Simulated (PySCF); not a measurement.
Compound: C5H13NO3Si.
Bonds: C1–O2, O2–Si3, Si3–O4, O4–C5, C5–C6, C6–O7 (double), C6–N8, N8–C9, N8–C10. Hydrogens: H11, H12, H13 on C1; H14, H15 on Si3; H16, H17 on C5; H18, H19, H20 on C9; H21, H22, H23 on C10.

The calculation used PySCF, PBE0-D3(BJ)/def2-SVP geometry optimisation, gas phase.

Task: List the bond lengths, angles and torsions at this level.

Result: 
| bond | length (pm) |
| --- | --- |
| C1–O2 | 139.2 |
| O2–Si3 | 167.6 |
| Si3–O4 | 170.1 |
| O4–C5 | 137.0 |
| C5–C6 | 152.2 |
| C6=O7 | 122.9 |
| C6–N8 | 134.7 |
| N8–C9 | 144.1 |
| N8–C10 | 144.5 |
| C1–H11, C1–H12, C1–H13 | 110.6 |
| Si3–H14 | 148.1 |
| Si3–H15 | 149.4 |
| C5–H16, C5–H17 | 110.8 |
| C9–H18, C9–H19, C9–H20 | 110.0 |
| C10–H21, C10–H22, C10–H23 | 110.0 |

Bonds in one row agree within 1 pm and their mean is given. A selection of angles:
| angle | degrees |
| --- | --- |
| O2–C1–H11 | 112.0 |
| O2–C1–H13 | 109.4 |
| H11–C1–H12 | 107.4 |
| C1–O2–Si3 | 122.4 |
| O2–Si3–O4 | 99.4 |
| O2–Si3–H14 | 100.3 |
| O2–Si3–H15 | 104.4 |
| O4–Si3–H14 | 117.3 |
| O4–Si3–H15 | 112.9 |
| H14–Si3–H15 | 118.4 |
| Si3–O4–C5 | 127.9 |
| O4–C5–C6 | 109.9 |
| O4–C5–H16 | 110.8 |
| C6–C5–H16 | 109.3 |
| H16–C5–H17 | 106.5 |
| C5–C6–O7 | 116.6 |
| C5–C6–N8 | 120.7 |
| O7–C6–N8 | 122.8 |
| C6–N8–C9 | 123.9 |
| C6–N8–C10 | 119.5 |
| C9–N8–C10 | 116.5 |
| N8–C9–H18 | 110.7 |
| N8–C9–H20 | 110.5 |
| H18–C9–H19 | 108.1 |
| N8–C10–H21 | 110.6 |
| N8–C10–H23 | 108.6 |
| H21–C10–H22 | 108.4 |
| H21–C10–H23 | 109.3 |

Torsions: C1–O2–Si3–O4 -62° (synclinal); O2–Si3–O4–C5 176° (antiperiplanar); Si3–O4–C5–C6 8° (synperiplanar); O4–C5–C6–O7 -2° (synperiplanar); C5–C6–N8–C9 0° (synperiplanar). The mirror-image conformer, all signs reversed, is as good.

Si3 and O7 aren't drawn bonded (4 bonds apart) but lie 2.32 Å from each other; Cordero's covalent radii sum to 1.77 Å. Si3 (oxygen-bound silicon) is distorted tetrahedral (angles from 99.4° to 118.4°). The 3 C–O bonds span 1.229 Å (C6=O7, drawn double) to 1.392 Å (C1–O2, drawn single), a spread of 0.163 Å. O2 (silyl ether oxygen) is bent (angle 122.4°). N8 (amide nitrogen) is planar (angles 123.9°, 119.5° and 116.5°, sum 360.0°, 0.00 Å off the plane of its three neighbours). Of the pairs four or more bonds apart, those above aside, O7···H23 is among the closest relative to their van der Waals radii: 2.25 Å, 83 % of the sum of Bondi's values. The 2 O–Si bonds span 1.676 Å (O2–Si3, drawn single) to 1.701 Å (Si3–O4, drawn single), a spread of 0.025 Å.

Point group: C1 (no symmetry element, even within 0.4 Å). No frequency check. One conformer, not necessarily the lowest.

Time: 8.6 min of wall time. Hardware: one thread of an Arm Neoverse V2, on a shared host. These figures are those of the optimisation.
